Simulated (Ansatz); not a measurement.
Start from `N[SiH](Cl)[AlH][OH]` and change one atom or group to get `N[SiH](Cl)BO`.

Ansatz, PBE0-D4/def2-TZVP geometries, multiplicity 1. Each molecule was computed in one conformer, which needn't be the lowest.

```csv
property,`N[SiH](Cl)[AlH][OH]`
HOMO–LUMO gap (ωB97M-V/def2-TZVPP) / eV,9.65
LUMO energy (ωB97M-V/def2-TZVPP) / eV,0.26
HOMO–LUMO gap (PBE0/def2-TZVPP) / eV,5.97
LUMO energy (B3LYP/def2-TZVPP) / eV,-1.57
HOMO energy (PBE0/def2-TZVPP) / eV,-7.36
HOMO energy (B3LYP/def2-TZVPP) / eV,-7.17
```

Task: What does the change do to each property? (An estimate is asked.)

Result: Computed: 
```json
{"property": "HOMO–LUMO gap (ωB97M-V/def2-TZVPP) / eV", "`N[SiH](Cl)BO`": "10.63", "shift": "0.98"}
{"property": "LUMO energy (ωB97M-V/def2-TZVPP) / eV", "`N[SiH](Cl)BO`": "0.80", "shift": "0.54"}
{"property": "HOMO–LUMO gap (PBE0/def2-TZVPP) / eV", "`N[SiH](Cl)BO`": "6.47", "shift": "0.50"}
{"property": "LUMO energy (B3LYP/def2-TZVPP) / eV", "`N[SiH](Cl)BO`": "-1.37", "shift": "0.20"}
{"property": "HOMO energy (PBE0/def2-TZVPP) / eV", "`N[SiH](Cl)BO`": "-7.65", "shift": "-0.29"}
{"property": "HOMO energy (B3LYP/def2-TZVPP) / eV", "`N[SiH](Cl)BO`": "-7.42", "shift": "-0.25"}
```

With PBE0 the HOMO falls by 0.29 eV and the LUMO rises by 0.22 eV, so the gap widens by about 0.51 eV. PBE moves the HOMO by -0.09 eV and ωB97M-V by -0.45 eV.

Positive LUMOs are unbound, so they and the gaps depend on the basis.

B3LYP here is the variant with VWN-RPA as its local correlation; programs differ in this.
